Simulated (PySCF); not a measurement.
The same groups moved round the core (propene hydroxy+silyl). Gas-phase values, no solvent. One relaxed conformer stands for each flexible species; it need not be the lowest. Strings in code marks are SMILES.

The S1–T1 gap (TDA) from two functionals at the same geometries (PBE0-D3(BJ)/def2-TZVP), both in PySCF: PBE-D3(BJ)/def2-TZVP and ωB97X-D3(BJ)/def2-TZVP. Excitations are Tamm–Dancoff values on a coarser integration grid. The basis has no diffuse functions, so Rydberg states are missing or too high.

```tsv
species	PBE-D3(BJ)/def2-TZVP (eV)	ωB97X-D3(BJ)/def2-TZVP (eV)
`C(/[SiH3])(=C/O)C` (C–C–O–H torsion 180°)	1.29	2.40
`C/C=C(/O)[SiH3]` (Si–C–O–H torsion 180°)	1.63	2.52
`C/C=C(\O)[SiH3]` (Si–C–O–H torsion 180°)	1.21	2.25
`O/C=C\C[SiH3]` (H–O–C–C torsion 4°, C–C–C–Si torsion -89°)	0.55	1.77
```

Over these rows, drawn at random from the members with no instability flagged (it was tested for open shells, ions and some series alone), PBE minus ωB97X-D3(BJ): mean -1.07 eV, from -1.22 eV to -0.90 eV.
